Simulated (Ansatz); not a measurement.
Geometry optimisation, RKS PBE0/STO-3G in Ansatz 0.2.0.

Input:

```yaml
crystal:
  periodic: [false, false, false]
  atoms:
    - { symbol: Si, position_ang: [0.0, 0.0, 0.0] }
    - { symbol: F, position_ang: [0.0, 0.0, 1.59] }
    - { symbol: "N", position_ang: [1.7163, 0.0, -0.6061] }
    - { symbol: H, position_ang: [2.2145, -0.918, -0.7868] }
    - { symbol: H, position_ang: [2.2175, 0.918, -0.7783] }
    - { symbol: Si, position_ang: [-1.0456, 1.8115, -0.7393] }
    - { symbol: H, position_ang: [-2.4302, 1.478, -1.0607] }
    - { symbol: H, position_ang: [-1.0215, 2.8436, 0.2931] }
    - { symbol: H, position_ang: [-0.3743, 2.3069, -1.9374] }
    - { symbol: O, position_ang: [-0.7913, -1.3709, -0.5594] }
    - { symbol: H, position_ang: [-1.2459, -1.8365, 0.2129] }
basis:
  gaussian: { orbitals: STO-3G }
hamiltonian:
  xc: pbe0
relax:
  f_tol: 0.02
  max_steps: 40
```

Run as:

```bash
$ ansatz run input.yaml --threads 1 --pin off --max-ram 2048MiB --backend cpu --events-out ev --progress --plain --runs-dir out
```

Task: Where does it end, and by what steps?

Result: The run converged. The force dipped under the threshold on the way, but the program's further checks kept it going. Limits of this set-up: minimal basis. After 27 steps the energy has fallen by 0.520 eV; H5 moved furthest, 0.68 Å.

```
step  energy less start (eV)  largest force component (eV/Å)  accepted
   0                  0.0000                           2.884       yes
   1                 -0.3706                           1.630       yes
   2                 -0.4497                           0.386       yes
   3                 -0.4520                           0.639       yes
   4                 -0.4647                           0.672       yes
   5                 -0.4728                           0.068       yes
   6                 -0.4780                           0.130       yes
   7                 -0.4827                           0.275       yes
   8                 -0.4860                           0.326       yes
   9                 -0.4319                           1.926        no
  10                 -0.4973                           0.145       yes
  11                 -0.5038                           0.261       yes
  12                 -0.5084                           0.257       yes
  13                 -0.5107                           0.239       yes
  14                 -0.5131                           0.149       yes
  15                 -0.5165                           0.096       yes
  16                 -0.4980                           1.102        no
  17                 -0.5154                           0.132        no
  18                 -0.5175                           0.020       yes
  19                 -0.5188                           0.050       yes
  20                 -0.5084                           0.958        no
  21                 -0.5185                           0.104        no
  22                 -0.5191                           0.010       yes
  23                 -0.5193                           0.085       yes
  24                 -0.5193                           0.053       yes
  25                 -0.5195                           0.069       yes
  26                 -0.5197                           0.024       yes
  27                 -0.5197                           0.008       yes
```

```xyz
11
Properties=species:S:1:pos:R:3
Si 0.072 -0.001 0.051
F -0.052 -0.164 1.677
N 1.777 0.163 -0.332
H 2.275 -0.753 -0.321
H 1.939 0.552 -1.285
Si -1.045 1.829 -0.695
H -2.463 1.570 -0.785
H -0.857 2.958 0.184
H -0.583 2.203 -2.010
O -0.439 -1.500 -0.601
H -1.385 -1.626 -0.255
```

Run time: 67 s on 1 thread of Arm Neoverse V2 (shared host), peak memory 0.14 GiB.
